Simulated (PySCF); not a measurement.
# Sulfur: highly charged ions in a basis for the neutral atom

S⁸⁺ [He] 2s2 2p4, S⁹⁺ [He] 2s2 2p3. Computed with PySCF 2.14 in 6-31G*, with no relativity, point nucleus. No spin-orbit coupling, so a gap to NIST mixes the basis error with missing relativistic terms.

Changed run: basis of the neutral atom used for a highly charged ion. This setting is unsound on purpose.

| species | method | sound run (hartree) | changed run (hartree) | converged |
| --- | --- | --- | --- | --- |
| S⁸⁺ | UHF | not run | -364.93406 | yes |
| S⁸⁺ | M06-2X | not run | -365.20450 | yes |
| S⁸⁺ | BP86 | not run | -365.24132 | yes |
| S⁹⁺ | UHF | not run | -350.81535 | yes |
| S⁹⁺ | M06-2X | not run | -351.02582 | yes |
| S⁹⁺ | BP86 | not run | -351.03124 | yes |

Ionisation energy of S⁸⁺:

```json
{"method": "UHF", "changed run (eV)": "384.19", "NIST (eV)": "379.84 ± 0.21"}
{"method": "M06-2X", "changed run (eV)": "385.82", "NIST (eV)": "379.84 ± 0.21"}
{"method": "BP86", "changed run (eV)": "386.68", "NIST (eV)": "379.84 ± 0.21"}
```

The contracted functions were made for the neutral atom and can be too rigid for a highly charged ion.
